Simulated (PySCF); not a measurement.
Compound: C₃H₁₂O₂Si₃.
Cartesian coordinates in Å at the PBE0-D3(BJ)/def2-SVP level; atoms count from 1:
```xyz
20
C3H12O2Si3 angstrom
C     -2.006    1.580   -0.082
C     -0.718    1.657   -0.430
C     -0.121    1.103   -1.680
Si     0.840   -0.466   -1.307
O      2.023   -0.109   -0.206
Si     2.449   -0.183    1.395
O     -0.179   -1.602   -0.681
Si    -1.282   -1.964    0.506
H     -2.752    1.129   -0.743
H     -2.360    1.975    0.874
H     -0.014    2.121    0.273
H      0.578    1.821   -2.144
H     -0.897    0.862   -2.426
H      1.482   -1.037   -2.518
H      1.761    0.902    2.158
H      3.924    0.000    1.500
H      2.065   -1.503    1.980
H     -0.984   -1.199    1.754
H     -2.664   -1.643    0.043
H     -1.192   -3.424    0.795
```

Computed with PySCF at PBE0/pcSseg-1, non-relativistic, on one gas-phase PBE0-D3(BJ)/def2-SVP geometry that isn't relaxed in the solvent. The solvent is an IEF-PCM continuum (cavity from Bondi-type radii × 1.2). Only the electrostatic response of the medium enters.

| run | E − E(gas) (kJ/mol) | HOMO (eV) | HOMO–LUMO gap (eV) | dipole (D) |
| --- | --- | --- | --- | --- |
| gas | 0.00 | -7.21 | 7.15 | 0.73 |
| P | -6.90 | -7.12 | 7.14 | 0.85 |
| Q | -3.70 | -7.15 | 7.14 | 0.79 |

Question: The runs were made in chloroform and cyclohexane. Which run belongs to which solvent?

Answer: P = chloroform, Q = cyclohexane. The dielectric constants are 2.017 (cyclohexane), 4.711 (chloroform), and the energy falls further as ε rises. In this model the ground state sees the solvent through ε alone.

Question: How constant is the ratio of the lowering to (ε − 1)/(2ε + 1)?

Answer: 
```
    solvent  (ε − 1)/(2ε + 1)  E − E(gas) (kJ/mol)  ratio (kJ/mol)  polarisation term (kJ/mol)
cyclohexane             0.202                -3.70           -18.3                       -3.80
 chloroform             0.356                -6.90           -19.4                       -7.27
```

The ratio changes by +5.8 % in size from cyclohexane to chloroform. The polarisation term is half the interaction of the solute with the induced surface charges.
